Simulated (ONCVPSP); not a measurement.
## PBE ONCV dataset for vanadium (V), fully relativistic all-electron reference.

ONCVPSP 4.0.1 input, shortened (lines: element, Z, core and valence counts, functional; n l f; lmax; l rc ep ncon nbas qcut; lloc lpopt rc5 dvloc0; l nproj debl; icmod fcfact rcfact), PBE, fully relativistic:

```
  V 23.00    3    5        4      upf
    1    0    2.00
    2    0    2.00
    2    1    6.00
    3    0    2.00
    3    1    6.00
    3    2    3.00
    4    0    1.50
    4    1    0.50
    2
    0    1.80    0.00    3    6    5.30
    1    1.45    0.00    4    8    8.60
    2    2.40    0.00    4    9    6.20
    4    5    1.15    6.00
    0    2    2.50
    1    2    3.30
    2    2    2.50
    2    0.35    0.90
```

Open shells are filled in proportion to 2j + 1.

All-electron outer shells of the reference configuration (PBE, scalar-relativistic, ld1.x):

| shell | level (eV) | outermost node (bohr) | outermost maximum (bohr) |
| --- | --- | --- | --- |
| 2s | -603.34 | 0.09 | 0.26 |
| 2p | -503.87 | – | 0.21 |
| 3s | -70.97 | 0.38 | 0.82 |
| 3p | -44.77 | 0.35 | 0.84 |
| 3d | -5.85 | – | 0.90 |
| 4s | -5.14 | 1.17 | 2.72 |
| 4p | -1.79 | 1.30 | 3.59 |

Question: Does the generator finish with these settings?

Answer: Yes, a potential is produced and its reference levels are reproduced.

Question: Estimate the cutoffs (Ha) at which the residual kinetic energy of the hardest occupied pseudo-wave falls to 1 and 0.1 mHa per electron.

Answer: 24 Ha and 28 Ha.

Question: Does the potential have ghost states?

Answer: No bound ghost flagged; no localised positive-energy state flagged.

Question: Which valence shell sets the plane-wave cutoff?

Answer: 3p: 24 Ha for 1 mHa per electron, against 17 Ha for 4p.

Question: Tests: 3s2 3p6 3d3 4s2 4p0; 3s2 3p6 3d3 4s1 4p0; 3s2 3p6 3d3 4s0 4p0; 3s2 3p6 3d2 4s2 4p0. Which has the largest error in its energy relative to the reference configuration, and how large is it?

Answer: 3s2 3p6 3d2 4s2 4p0, with +286 meV (all-electron minus pseudo) on +9.32 eV.
